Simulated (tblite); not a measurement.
C7H9NO.
Atom-mapped SMILES: `[CH:1]#[C:2][C:3](=[O:4])[N:5]([CH3:6])[CH2:7][CH:8]=[CH2:9]` (hydrogens: H10 on C1; H11, H12, H13 on C6; H14, H15 on C7; H16 on C8; H17, H18 on C9)

Computed with GFN2-xTB (tblite), gas phase: Langevin dynamics at 400 K from the optimised GFN2-xTB geometry, time step 0.5 fs, friction 0.01 fs⁻¹, 2000 steps. The instantaneous temperature is 2·E(kin)/(3Nk) with all 3N coordinates.

| t (fs) | T (K) | E(pot) above start (eV) | C1≡C2 (Å) | C2–C3 (Å) | C3=O4 (Å) | C3–N5 (Å) | N5–C6 (Å) | C1–H10 (Å) | C2–C3–N5–C6 (°) |
| --- | --- | --- | --- | --- | --- | --- | --- | --- | --- |
| 0 | 339 | 0.000 | 1.200 | 1.448 | 1.217 | 1.355 | 1.442 | 1.050 | -176 |
| 50 | 236 | 0.597 | 1.180 | 1.436 | 1.205 | 1.348 | 1.446 | 1.092 | 175 |
| 100 | 309 | 0.415 | 1.212 | 1.484 | 1.213 | 1.356 | 1.433 | 1.107 | 172 |
| 150 | 329 | 0.657 | 1.195 | 1.446 | 1.230 | 1.399 | 1.454 | 1.063 | 177 |
| 200 | 380 | 0.703 | 1.189 | 1.444 | 1.220 | 1.332 | 1.436 | 1.040 | -174 |
| 250 | 323 | 0.766 | 1.244 | 1.460 | 1.189 | 1.344 | 1.428 | 1.071 | -160 |
| 300 | 437 | 0.700 | 1.208 | 1.430 | 1.234 | 1.361 | 1.423 | 1.065 | 177 |
| 350 | 472 | 0.885 | 1.175 | 1.521 | 1.194 | 1.395 | 1.425 | 1.077 | -175 |
| 400 | 493 | 0.926 | 1.211 | 1.462 | 1.261 | 1.349 | 1.445 | 1.091 | 177 |
| 450 | 453 | 0.874 | 1.201 | 1.438 | 1.183 | 1.392 | 1.468 | 1.104 | -173 |
| 500 | 432 | 1.109 | 1.193 | 1.504 | 1.264 | 1.340 | 1.461 | 1.090 | -165 |
| 550 | 531 | 0.888 | 1.195 | 1.399 | 1.211 | 1.375 | 1.497 | 1.087 | -165 |
| 600 | 471 | 1.022 | 1.218 | 1.454 | 1.248 | 1.324 | 1.430 | 1.114 | -178 |
| 650 | 362 | 1.132 | 1.179 | 1.454 | 1.181 | 1.330 | 1.509 | 1.117 | 179 |
| 700 | 346 | 1.036 | 1.204 | 1.505 | 1.251 | 1.320 | 1.449 | 1.117 | 180 |
| 750 | 302 | 0.742 | 1.207 | 1.453 | 1.200 | 1.364 | 1.526 | 1.116 | 171 |
| 800 | 325 | 0.636 | 1.197 | 1.460 | 1.218 | 1.358 | 1.372 | 1.098 | 178 |
| 850 | 438 | 0.842 | 1.184 | 1.371 | 1.215 | 1.345 | 1.444 | 1.055 | -177 |
| 900 | 290 | 0.813 | 1.200 | 1.415 | 1.221 | 1.392 | 1.402 | 1.081 | 178 |
| 950 | 310 | 0.820 | 1.213 | 1.481 | 1.197 | 1.387 | 1.450 | 1.096 | 173 |
| 1000 | 282 | 0.580 | 1.194 | 1.450 | 1.215 | 1.329 | 1.483 | 1.085 | -168 |

**Question.** From 500 fs on, how do temperature and potential energy compare with equipartition?

**Answer.** The mean temperature of these 11 frames is 372 K against the target 400 K, and the mean potential energy 0.87 eV against 48 × kT/2 = 0.83 eV for 48 classical harmonic modes. For 18 atoms in a canonical ensemble the temperature itself scatters by T·√(2/(3N)) = 77 K; here its standard deviation is 80 K. The whole run lasts only 10 friction times of 100 fs, so these averages carry a wide statistical error.

**Question.** What are the kinetic and total energies of the listed frame with the highest potential energy?

**Answer.** The one at 650 fs, 1.132 eV above the start. Its kinetic energy is 3NkT/2 = 0.843 eV at 362 K, so the sum is 1.98 eV; over the listed frames the sum runs from 0.79 to 2.12 eV, since the thermostat adds and removes energy.

**Question.** How much do the listed bonds fluctuate from 500 fs on?

**Answer.** 
| bond | at the start (Å) | mean (Å) | standard deviation (Å) |
| --- | --- | --- | --- |
| C1≡C2 | 1.200 | 1.198 | 0.011 |
| C2–C3 | 1.448 | 1.450 | 0.040 |
| C3=O4 | 1.217 | 1.220 | 0.024 |
| C3–N5 | 1.355 | 1.351 | 0.024 |
| N5–C6 | 1.442 | 1.457 | 0.044 |
| C1–H10 | 1.050 | 1.096 | 0.018 |

The motion is classical and holds no zero-point motion.

The cost below is that of the whole dynamics run. Hardware: one thread, Arm Neoverse V2 (aarch64), no GPU, shared host with 96 logical CPUs at a one-minute load of 29. Cost: 11 s wall, 0.18 GiB resident at most.
